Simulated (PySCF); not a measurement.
## Magnetic susceptibility: `C1C(=O)OS(=O)(=O)CO1`, C$_{3}$H$_{4}$O$_{5}$S

Geometry:
```tsv
atom	x (Å)	y (Å)	z (Å)
O1	2.057	1.826	0.624
C2	1.218	1.065	0.268
C3	1.175	-0.423	0.589
O4	0.627	-1.148	-0.495
C5	-0.750	-1.065	-0.594
S6	-1.253	0.685	-0.351
O7	-1.636	0.842	1.013
O8	-2.103	1.155	-1.382
O9	0.191	1.440	-0.536
H10	0.593	-0.568	1.510
H11	2.192	-0.794	0.734
H12	-1.268	-1.627	0.192
H13	-1.048	-1.386	-1.589
```

Computed, not measured: GIAO LC-wPBE/6-31G* magnetisability, rotational g tensor and spin-rotation constants, non-relativistic, gas phase in PySCF. Geometry: GFN2-xTB.

(1) How diamagnetic is it, and how anisotropic?

(2) Split it along the inertial axes a, b, c into diamagnetic and paramagnetic parts about the centre of mass, with the quadrupole moment.

(3) And the rotational g tensor?

## Answers

(1) Isotropic -1062 × 10⁻³⁰ J/T², or -63.9 × 10⁻⁶ cm³/mol; principal values -1144, -1028, -1013 × 10⁻³⁰ J/T², anisotropy 125 × 10⁻³⁰ J/T² (root of half the summed squared differences of the principal values). The susceptibility is in cgs units.

(2) 
| axis | χ (10⁻⁶ cm³/mol) | diamagnetic (10⁻⁶ cm³/mol) | paramagnetic (10⁻⁶ cm³/mol) | summed x² of all electrons (Å²) | quadrupole Θ (D Å) |
| --- | --- | --- | --- | --- | --- |
| a | -61.8 | -575.4 | 513.6 | 167.8 | -3.81 |
| b | -63.3 | -892.7 | 829.4 | 93.0 | +3.04 |
| c | -66.8 | -1106.2 | 1039.5 | 42.6 | +0.77 |

Anisotropies 2χaa − χbb − χcc = +6.5 and 2χbb − χaa − χcc = +2.0 × 10⁻⁶ cm³/mol. Θ is traceless in Buckingham's convention.

(3) 
```
axis  rotational constant (GHz)        g  nuclear part  electronic part
   a                     2.4270  -0.0467        0.5389          -0.5856
   b                     1.4186  -0.0290        0.5238          -0.5528
   c                     1.1212  -0.0203        0.5272          -0.5475
```
Asymmetric top; isotopes 12C, 1H, 16O, 32S; no vibrational averaging.
